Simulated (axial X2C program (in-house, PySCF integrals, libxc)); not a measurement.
**Potential curves of InO⁻, scalar-relativistic**

Calculated with an axial X2C code built on PySCF integrals. Spin-free means the one-electron spin-free X2C Hamiltonian. Basis: In dyall-acv3z [12s13p10d5f1g], O dyall-av3z [7s6p3d2f] (cores contracted in-house); Gaussian nuclei, density fitting, unrestricted open shells. Masses: In 114.904 u, O 15.995 u.

State: M_S = 0, Λ = 0 (closed shell). Energies in eV from the fragments at the same level (In + O-). Fits are polynomials in 1 − R0/R over 0.85 to 1.23 times the lowest point R0.

| R (Å) | CCSD(T) | PBE0 |
| --- | --- | --- |
| 1.6687 |  | -3.0394 |
| 1.7454 | -3.7807 | -3.7214 |
| 1.8029 | -4.1420 | -4.0069 |
| 1.8605 | -4.3511 | -4.1497 |
| 1.9180 | -4.4440 | -4.1842 |
| 1.9851 | -4.4440 | -4.1237 |
| 2.0523 | -4.3596 | -3.9852 |
| 2.1386 | -4.1680 | -3.7315 |
| 2.2441 |  | -3.3537 |
| 2.3975 |  | -2.7515 |

Correlated methods: 10 electrons correlated (number of frozen shells: In 4 s, 3 p, 2 d; O 1 s), 290 virtual spin orbitals or spinors in MP2, 88 natural virtuals in coupled cluster.

Occupations by symmetry block were frozen at the best pattern of an incomplete PBE0 search. The closed shell is kept restricted, so the energy runs too high when the bond is stretched far. De is counted from the lowest determinant-based energies of the atoms at the same level, without counterpoise correction. Coupled cluster ran in a truncated set of natural virtual spinors; the MP2 energy of the rest was added. (T) has no such correction and the atoms are truncated less, which lowers De at CCSD(T) by a hundredth of an eV or more. The T1 diagnostic is large, a sign of multireference character. With the outer-core shells frozen, correlated bond lengths of heavy atoms tend to come out a few hundredths of an ångström too long. Spin-free De lacks the spin–orbit lowering of the heavy p-block atom, a tenth of an eV or more for 4p and 5p, up to an eV for 6p and one to two eV for 7p atoms, less what an open-shell molecule gains itself. Coupled cluster ran on the points near the minimum only. MP2 and coupled cluster on one determinant become unreliable at the stretched end.

Problem. What are Re, ωe and De at the CCSD(T) level?

Solution. At CCSD(T), spin-free: Re = 1.951 Å, ωe ≈ 656 cm⁻¹, De = 4.46 eV to In + O-; Be follows as 0.316 cm⁻¹.

Problem. Fit the PBE0 curve near its minimum: give the equilibrium distance, the harmonic wavenumber and the well depth.

Solution. At PBE0, spin-free: Re = 1.911 Å, ωe ≈ 699 cm⁻¹, De = 4.18 eV to In + O-; Be follows as 0.329 cm⁻¹.
